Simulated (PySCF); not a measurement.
**Removal energies of Sb⁵⁺ from EOM-IP-GCCSD**

Reference: closed-shell Sb⁵⁺, [Kr] 4d10; one electron is removed. Calculated with PySCF 2.14, two-component X2C-1e with screened spin-orbit coupling, x2c-TZVPPall-2c with one added diffuse shell each of s, p, d, f type (9s10p6d3f, 90 functions); frozen [Ar] 3d10; the 6 highest virtual spinors dropped; of the others 110 kept and the rest restored at second order. No Breit or QED terms. Binding energies in eV.

```json
{"level": "4d3/2", "Koopmans": "100.96"}
{"level": "4d5/2", "Koopmans": "99.590"}
```

Question: How does correlation move these levels?

Answer: 4d3/2: second order 98.875, EOM-CCSD 99.642; 4d5/2: second order 97.562, EOM-CCSD 98.310.

For comparison, the ionisation energy of Sb⁵⁺ is 99.51 ± 0.05 eV (measured; NIST Atomic Spectra Database, ionization energies).

Only part of the computed levels is shown.

Gaps of this size point to the basis (9s10p6d3f), which has few functions of high l to correlate and polarise the inner shells.
